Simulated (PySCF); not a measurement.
# Reading the logs of faulty runs: AlC2H4O

These are calculations, not measurements. The program is PySCF 2.14.0, an open-source quantum chemistry code, run on an isolated molecule that a program drew, which may never have been made. The molecule is AlC2H4O (charge 0, doublet), drawn as the SMILES string `C[CH][Al]=[O]`.

Each row is a Hartree-Fock (HF) and frozen-core CCSD(T) single point in the cc-pV(D+d)Z basis, meant for a local HF minimum. Run 1 is clean. Each other run has one planted mistake out of seven kinds, and not every kind appears here: one electron removed, one electron added, multiplicity raised by two, geometry at a saddle point, minimal basis STO-3G, one bond length entered in bohr, all coordinates scaled. The reference is restricted for singlets and unrestricted otherwise, and also for a bond in bohr. Adding or removing an electron swaps singlet and doublet. Electrons count all cores. HOMO and LUMO are orbital energies over both spins, the gradient is its largest component, and the lowest frequency (negative if imaginary) is given only where the gradient is small. Bond lengths are over the 7 bonds as drawn. T1 is the CCSD diagnostic: over 0.02 (restricted) or 0.045 (unrestricted) a single reference is doubtful.

Geometry of the clean run:
```xyz
8
AlC2H4O, angstrom
C     0.0287    0.4192    2.1015
C    -1.0032   -0.0987    1.1292
Al   -2.4303    0.8741    0.3104
O    -3.6062    1.6756   -0.3633
H    -0.1021    1.4744    2.3443
H    -0.0096   -0.1472    3.0371
H     1.0359    0.2922    1.6925
H    -0.8934   -1.1544    0.8825
```

| run | electrons | basis functions | <S^2> | HOMO (eV) | LUMO (eV) | gradient (hartree/bohr) | lowest frequency (cm^-1) | mean bond (Å) | longest bond (Å) | T1 | HF (hartree) | CCSD(T) (hartree) | mistake |
|---|---|---|---|---|---|---|---|---|---|---|---|---|---|
| 1 | 37 | 85 | 0.762 | -10.39 | 0.93 | 3.9e-05 | 110 | 1.3378 | 1.911 | 0.0261 | -394.79223 | -395.35374 | no fault |
| 2 | 37 | 85 | 3.768 | -5.67 | 0.35 | 1.0e-01 | - | 1.3378 | 1.911 | 0.0155 | -394.70943 | -395.21638 | multiplicity raised by two |
| 3 | 37 | 85 | 1.476 | -10.43 | 0.82 | 2.4e-02 | - | 1.4764 | 2.061 | 0.0623 | -394.66564 | -395.22422 | one bond length entered in bohr |
| 4 | 36 | 85 | 0.000 | -15.43 | -7.72 | 5.6e-02 | - | 1.3378 | 1.911 | 0.0708 | -394.45460 | -395.02510 | one electron removed |
| 5 | 37 | 85 | 0.778 | -10.10 | 0.85 | 7.3e-02 | - | 1.4595 | 2.085 | 0.0320 | -394.73678 | -395.32194 | ? |

**Which mistake was planted in run 5, and what did it cost?**

The mean and the longest bond both change by the same factor, 1.091, and the gradient is no longer small. So the mistake is: all coordinates scaled. Subtracting run 1 and multiplying by 627.51 kcal/mol a hartree, the energy moved by 34.8 kcal/mol in HF and 20.0 kcal/mol in CCSD(T).

Cautions from the logs. Run 3: T1 is over the limit, so its CCSD(T) energy is less reliable; run 4: T1 is over the limit, so its CCSD(T) energy is less reliable.
